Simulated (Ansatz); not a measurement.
Two isomers of C2H7NSi: A = `C/C=N\[SiH3]`, B = `CN1C[SiH2]1`.

Calculated with Ansatz (gas phase, PBE0-D4/def2-TZVP geometries, no zero-point term in ΔE). CCSD(T)/CBS is the MP2 limit (def2-TZVPP, def2-QZVPP) plus CCSD(T) − MP2 in def2-TZVPP, frozen cores. Functionals use def2-TZVPP. B3LYP here is the variant with VWN-RPA as its local correlation; programs differ in this.

(1) Which isomer does CCSD(T)/CBS put lower? Give the gap. (Best estimate.)

(2) Give E(B) − E(A) in kJ/mol with MP2/def2-TZVPP, r2SCAN-D4, BLYP-D4, LDA (SPW92), PBE-D4, HF/def2-TZVPP, B3LYP. (Best estimate.)

(3) Does the order hold for the free energy at 298.15 K (harmonic terms from PBE0-D4)? (An estimate is asked.)

Largest T1 diagnostic: 0.013.

## Answers

(1) The calculation gave: A, by 98.0 kJ/mol.

(2) Computed: MP2/def2-TZVPP 92.3, r2SCAN-D4 93.4, BLYP-D4 109.3, LDA (SPW92) 68.4, PBE-D4 86.7, HF/def2-TZVPP 132.2, B3LYP 107.5. None reverses the order clearly.

(3) Ansatz gave: Yes: G(B) − G(A) = +109.3 kJ/mol.

At CCSD(T), def2-SVP lies +7.3 kJ/mol from the extrapolated value and def2-TZVPP +2.9 kJ/mol. In def2-TZVPP, CCSD(T) changes the Hartree–Fock value by −31.3 kJ/mol (the triples alone add −1.7 kJ/mol) and MP2 by −39.9 kJ/mol.
